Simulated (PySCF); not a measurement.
**Removing an electron from `C[P@](=O)(P)CCCO`**

C4H12O2P2.
Geometry (PBE0-D3(BJ)/def2-SVP, Å), atoms numbered from 1 in this order:
```xyz
20
C4H12O2P2 angstrom
C      2.279   -1.473   -0.161
P      0.842   -0.413   -0.480
O      0.053   -0.867   -1.690
P      1.674    1.639   -0.562
C     -0.129   -0.448    1.068
C     -1.271    0.562    1.173
C     -2.298    0.516    0.043
O     -1.813    0.991   -1.176
H      2.898   -1.504   -1.069
H      1.919   -2.491    0.047
H      2.877   -1.106    0.684
H      2.207    1.397   -1.865
H      0.424    2.120   -1.055
H     -0.520   -1.480    1.116
H      0.578   -0.326    1.906
H     -0.864    1.587    1.229
H     -1.789    0.388    2.131
H     -3.149    1.155    0.333
H     -2.696   -0.515   -0.047
H     -1.274    0.281   -1.589
```

Level: PBE0/def2-SVPD (PySCF). Frontier orbitals with their largest atomic shares (Löwdin; up to four atoms above 4 %):

```tsv
orbital	ε (eV)	main atoms
HOMO−3	-8.80	P4 33 %, O3 14 %, P2 9 %, O8 9 %
HOMO−2	-8.04	O3 43 %, O8 21 %, P2 8 %, C5 6 %
HOMO−1	-7.52	O3 31 %, O8 26 %, P4 18 %, P2 6 %
HOMO	-7.30	?
LUMO	-0.10	P4 49 %, P2 14 %, H12 8 %, O3 7 %
LUMO+1	0.23	P4 30 %, H12 12 %, C5 11 %, C6 7 %
LUMO+2	0.34	P4 25 %, C1 18 %, H11 9 %, H10 8 %
```

Q: What vertical ionisation energy does ΔSCF give, and how far is −ε(HOMO) from it?

A: ΔSCF: 9.01 eV (869 kJ/mol; threshold wavelength 138 nm); ⟨S²⟩ of the doublet left behind is 0.760, against 0.75 for a pure doublet. −ε(HOMO) is 7.30 eV, 1.71 eV below it. For the exact functional −ε(HOMO) would equal the first vertical ionisation energy; PBE0 (global hybrid, 25 % exact exchange) falls short of its own ΔSCF value by 19 %.

Q: On which atoms does the HOMO lie?

A: O8 (alcohol oxygen) 30 %, P4 (three-coordinate phosphorus) 22 %, O3 (phosphoryl oxygen) 19 %, C7 (carbinol carbon (C–OH)) 6 %, so no atom holds as much as 40 %. The HOMO−1 lies 0.22 eV lower.

Q: With α = 107.7 au, estimate the like-pair dispersion coefficient by London's formula C6 = (3/4)α²I.

A: I = 0.3310 Eh, so C6 ≈ 2880 au, a rough estimate.

Q: How many of the 10 lowest singlet excitations (vertical TDDFT, same level) lie below the ionisation energy?

A: All 10; they run from 6.18 to 7.30 eV.

Q: Shift the occupied levels rigidly so that −ε(HOMO) equals the ΔSCF value. What binding energies result?

A: The shift is +1.71 eV: HOMO 9.01, HOMO−1 9.23, HOMO−2 9.75, HOMO−3 10.51 eV. A rigid shift is only a rough guide to the deeper ionisations.

Q: What kinetic energy would electrons from this vertical process carry with He II light (40.814 eV)?

A: 40.81 − 9.01 = 31.80 eV.

One conformer (not necessarily the lowest) at the PBE0-D3(BJ)/def2-SVP geometry, without solvent, vibrations or thermal averaging.
